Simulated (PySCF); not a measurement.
PySCF 2.14 output of an unrestricted PBE0 calculation on a single atom or ion in x2c-TZVPPall with one added diffuse shell each of s, p, d type (7s6p5d1f, 57 functions), with the spin-free X2C one-electron Hamiltonian (Gaussian nucleus):

```
SCF conv_tol = 1e-09
number electrons alpha = 18  beta = 14
    C. Adamo and V. Barone.,  J. Chem. Phys. 110, 6158 (1999)
    M. Ernzerhof and G. E. Scuseria.,  J. Chem. Phys. 110, 5029 (1999)
cycle= 1 E= -2259.38793170788  delta_E= -0.013  |g|= 0.109  |ddm|= 0.537
cycle= 2 E= -2259.40174685347  delta_E= -0.0138  |g|= 0.0967  |ddm|= 0.881
cycle= 3 E= -2259.39329404814  delta_E= 0.00845  |g|= 0.035  |ddm|= 1.74
cycle= 4 E= -2259.38537941666  delta_E= 0.00791  |g|= 0.0207  |ddm|= 0.718
cycle= 5 E= -2259.401877818  delta_E= -0.0165  |g|= 0.0254  |ddm|=  1.6
cycle= 6 E= -2259.38768734828  delta_E= 0.0142  |g|= 0.0208  |ddm|= 1.63
cycle= 7 E= -2259.39297213961  delta_E= -0.00528  |g|= 0.0249  |ddm|= 0.429
cycle= 8 E= -2259.38396259499  delta_E= 0.00901  |g|= 0.0138  |ddm|= 0.801
cycle= 9 E= -2259.38129957743  delta_E= 0.00266  |g|= 0.00315  |ddm|= 0.655
cycle= 10 E= -2259.38117996169  delta_E= 0.00012  |g|= 0.000949  |ddm|= 0.12
cycle= 11 E= -2259.3811768192  delta_E= 3.14e-06  |g|= 0.000139  |ddm|= 0.0227
cycle= 12 E= -2259.38117664048  delta_E= 1.79e-07  |g|= 1.53e-05  |ddm|= 0.00402
cycle= 13 E= -2259.38117664076  delta_E= -2.73e-10  |g|= 2.42e-06  |ddm|= 6.1e-05
converged SCF energy = -2259.38117664076  <S^2> = 6.0007069  2S+1 = 5.0002827
```

The run itself started from symmetry-adapted Hartree-Fock orbitals and held the occupation by maximum overlap, on a logarithmic radial grid, so the iterations belong to that start.

**Question.** Which element, charge and spin multiplicity is this?

**Answer.** As⁺ (arsenic, charge +1), multiplicity 5; the state was [Ar] 3d10 4s1 4p2 4d1, one real determinant (an excited configuration).

⟨L²⟩ = 7.83 against 12 for a pure F term, so this real determinant mixes terms. The outer electron is Rydberg-like, and this basis confines it to a smaller radius and binds it less than a complete one would.
